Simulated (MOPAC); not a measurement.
Input file for MOPAC: AM1 on H4O3Si (SMILES O[SiH](O)O), a point of a torsion scan.

```
AM1 1SCF PRECISE CHARGE=0 THREADS=1
H4O3Si

O      1.39995230 1     0.37728994 1    -0.54744551 1
Si     0.01623824 1    -0.00168781 1     0.21252841 1
O     -0.94334612 1     1.30841079 1     0.21798452 1
O     -0.73587578 1    -1.17618846 1    -0.60866136 1
H      2.21563867 1    -0.05102922 1    -0.31376941 1
H      0.28046017 1    -0.44031494 1     1.57764415 1
H     -0.55983134 1     2.16807007 1     0.35733208 1
H     -1.68708633 1    -1.21136686 1    -0.60658768 1
```

It printed:

```
*******************************************************************************
 **                                                                           **
 **                              MOPAC v23.2.5                                **
 **                                                                           **
 *******************************************************************************
 ** MOPAC's Digital Object Identifier: https://doi.org/10.5281/zenodo.6511958 **
 **                                                                           **
 ** Please cite the open-source release paper for use of this MOPAC version:  **
 ** J. E. Moussa and J. J. P. Stewart (2026)                                  **
 ** MOPAC: An open-source semiempirical molecular orbital program             **
 ** J. Open Source Softw., 11(119), 8025, https://doi.org/10.21105/joss.08025 **
 *******************************************************************************

                              AM1 CALCULATION RESULTS

 *******************************************************************************
 *  AM1        - The AM1 Hamiltonian to be used
 *
 *
 *
 *                 CHARGE ON SYSTEM = 0
 *
 *
 *
 *  PRECISE    - TIGHTER CRITERIA TO BE USED
 *  1SCF       - DO 1 SCF AND THEN STOP
 *  THREADS=1  - MULTI-THREADING NOT USED
 *  T=         - A TIME OF 172800.0 SECONDS REQUESTED
 *  DUMP=N     - RESTART FILE WRITTEN EVERY 7200.0 SECONDS REQUESTED
 *******************************************************************************
AM1 1SCF PRECISE CHARGE=0 THREADS=1
 H4O3Si

   ATOM   CHEMICAL          X               Y               Z
  NUMBER   SYMBOL      (ANGSTROMS)     (ANGSTROMS)     (ANGSTROMS)

     1       O          1.39995230  *   0.37728994  *  -0.54744551  *
     2      Si          0.01623824  *  -0.00168781  *   0.21252841  *
     3       O         -0.94334612  *   1.30841079  *   0.21798452  *
     4       O         -0.73587578  *  -1.17618846  *  -0.60866136  *
     5       H          2.21563867  *  -0.05102922  *  -0.31376941  *
     6       H          0.28046017  *  -0.44031494  *   1.57764415  *
     7       H         -0.55983134  *   2.16807007  *   0.35733208  *
     8       H         -1.68708633  *  -1.21136686  *  -0.60658768  *



          CARTESIAN COORDINATES

    NO.       ATOM           X           Y           Z

     1         O          1.4000      0.3773     -0.5474
     2        Si          0.0162     -0.0017      0.2125
     3         O         -0.9433      1.3084      0.2180
     4         O         -0.7359     -1.1762     -0.6087
     5         H          2.2156     -0.0510     -0.3138
     6         H          0.2805     -0.4403      1.5776
     7         H         -0.5598      2.1681      0.3573
     8         H         -1.6871     -1.2114     -0.6066

  H: (AM1): M.J.S. DEWAR ET AL, J. AM. CHEM. SOC. 107 3902-3909 (1985)
  O: (AM1): M.J.S. DEWAR ET AL, J. AM. CHEM. SOC. 107 3902-3909 (1985)
 Si: (AM1): M.J.S.DEWAR, C. JIE, ORGANOMETALLICS, 6, 1486-1490 (1987).

           Empirical Formula: H4 O3 Si  =     8 atoms



      MOLECULAR POINT GROUP   :   C1


      RHF CALCULATION, NO. OF DOUBLY OCCUPIED LEVELS = 13


 -------------------------------------------------------------------------------
 AM1 1SCF PRECISE CHARGE=0 THREADS=1
 H4O3Si



     1SCF WAS SPECIFIED, SO BFGS WAS NOT USED
     SCF FIELD WAS ACHIEVED


                              AM1 CALCULATION
                                                       MOPAC v23.2.5 Linux




          FINAL HEAT OF FORMATION =       -195.49007 KCAL/MOL =    -817.93047 KJ/MOL


          COSMO AREA              =         99.69 SQUARE ANGSTROMS
          COSMO VOLUME            =         85.48 CUBIC ANGSTROMS

          IONIZATION POTENTIAL    =         10.781854 EV
          HOMO LUMO ENERGIES (EV) =        -10.782  1.686
          NO. OF FILLED LEVELS    =         13
          MOLECULAR WEIGHT        =         80.1153         POINT GROUP:  C1

          MOLECULAR DIMENSIONS (Angstroms)

            Atom       Atom       Distance
            H     8    H     5     4.08208
            H     7    O     4     3.27664
            H     6    O     1     2.25664


          SCF CALCULATIONS        =          1





   ATOM   CHEMICAL          X               Y               Z
  NUMBER   SYMBOL      (ANGSTROMS)     (ANGSTROMS)     (ANGSTROMS)

     1       O          1.39995230  *   0.37728994  *  -0.54744551  *
     2      Si          0.01623824  *  -0.00168781  *   0.21252841  *
     3       O         -0.94334612  *   1.30841079  *   0.21798452  *
     4       O         -0.73587578  *  -1.17618846  *  -0.60866136  *
     5       H          2.21563867  *  -0.05102922  *  -0.31376941  *
     6       H          0.28046017  *  -0.44031494  *   1.57764415  *
     7       H         -0.55983134  *   2.16807007  *   0.35733208  *
     8       H         -1.68708633  *  -1.21136686  *  -0.60658768  *

                             CARTESIAN COORDINATES

   1    O        1.399952300     0.377289940    -0.547445510
   2   Si        0.016238240    -0.001687810     0.212528410
   3    O       -0.943346120     1.308410790     0.217984520
   4    O       -0.735875780    -1.176188460    -0.608661360
   5    H        2.215638670    -0.051029220    -0.313769410
   6    H        0.280460170    -0.440314940     1.577644150
   7    H       -0.559831340     2.168070070     0.357332080
   8    H       -1.687086330    -1.211366860    -0.606587680


           Empirical Formula: H4 O3 Si  =     8 atoms



      MOLECULAR POINT GROUP   :   C1


                  EIGENVALUES
 -36.56561 -36.49741 -36.30719 -19.58202 -18.40814 -18.10850 -15.98431 -13.99341
 -13.87973 -13.59367 -12.72538 -12.51862 -10.78185   1.68634   1.90483   2.13272
   2.25156   5.72830   5.91448   6.04927


              NET ATOMIC CHARGES AND DIPOLE CONTRIBUTIONS

  ATOM NO.   TYPE          CHARGE      No. of ELECS.   s-Pop       p-Pop
    1          O          -0.686771        6.6868     1.82924     4.85753
    2         Si           1.689965        2.3100     0.72046     1.58958
    3          O          -0.695737        6.6957     1.82972     4.86602
    4          O          -0.680273        6.6803     1.82876     4.85151
    5          H           0.256632        0.7434     0.74337
    6          H          -0.404590        1.4046     1.40459
    7          H           0.259526        0.7405     0.74047
    8          H           0.261248        0.7388     0.73875
 DIPOLE           X         Y         Z       TOTAL
 POINT-CHG.     0.442     0.188     1.023     1.130
 HYBRID         0.178     0.227     0.256     0.386
 SUM            0.620     0.415     1.279     1.481


          ATOMIC ORBITAL ELECTRON POPULATIONS

     Atom    s        px        py        pz
    1  O   1.82924   1.32423   1.73918   1.79412
    2 Si   0.72046   0.49133   0.49952   0.59872
    3  O   1.82972   1.65232   1.29531   1.91838
    4  O   1.82876   1.28548   1.73415   1.83187
    5  H   0.74337
    6  H   1.40459
    7  H   0.74047
    8  H   0.73875

 **********************
 *                    *
 * JOB ENDED NORMALLY *
 *                    *
 **********************




 == MOPAC DONE ==
```

The run finished.

Cost: roughly 0.020 core-seconds.
